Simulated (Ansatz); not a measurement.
A structure relaxed at PBE0-D4/def2-TZVP, charge 0, multiplicity 1:

```xyz
11

C     0.653   -1.593   -0.171
O     0.177   -0.766    0.862
Si    0.002    0.861    0.688
N    -1.108    1.384   -0.498
H    -0.041   -1.616   -1.019
H     1.634   -1.262   -0.535
H     0.756   -2.608    0.219
H     1.307    1.450    0.281
H    -0.452    1.295    2.027
H    -0.827    1.601   -1.438
H    -2.102    1.255   -0.416
```

Task: Give its formula and SMILES.

Result: CH7NOSi, `CO[SiH2]N`.

Task: Summarise the bond lengths by kind.

Result: 1 × C–O 1.406 Å; 3 × C–H 1.092 to 1.097 Å; 1 × O–Si 1.645 Å; 1 × N–Si 1.706 Å; 2 × H–Si 1.479 to 1.489 Å; 2 × H–N 1.005 to 1.006 Å.

All numbers were calculated with Ansatz.
